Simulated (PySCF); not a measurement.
## Cd²⁺: excitation energy

Cd²⁺ [Kr] 4d10 (1S) → Cd²⁺ [Kr] 4d9 5p1 (high-spin determinant), as a difference of total energies. All numbers are calculated (PySCF 2.14, scalar relativity through the core potential, in aug-cc-pVTZ-PP with ECP28MDF). Correlated levels: valence: 4s2 4p6 frozen. The calculations carry no spin-orbit coupling.

```json
{"method": "UHF", "excitation energy (eV)": "16.266"}
{"method": "MP2 (valence)", "excitation energy (eV)": "17.482"}
{"method": "SCS-MP2 (valence)", "excitation energy (eV)": "17.452"}
{"method": "CCSD (valence)", "excitation energy (eV)": "17.199"}
{"method": "CCSD(T) (valence)", "excitation energy (eV)": "17.236"}
```

Problem. How much does correlation contribute at CCSD(T) (valence)?

Solution. 17.236 − (16.266) = 0.970 eV, measured against UHF.

The determinant of the upper state mixes LS terms, which raises its energy above the lowest term, most at the Hartree-Fock and MP2 levels.
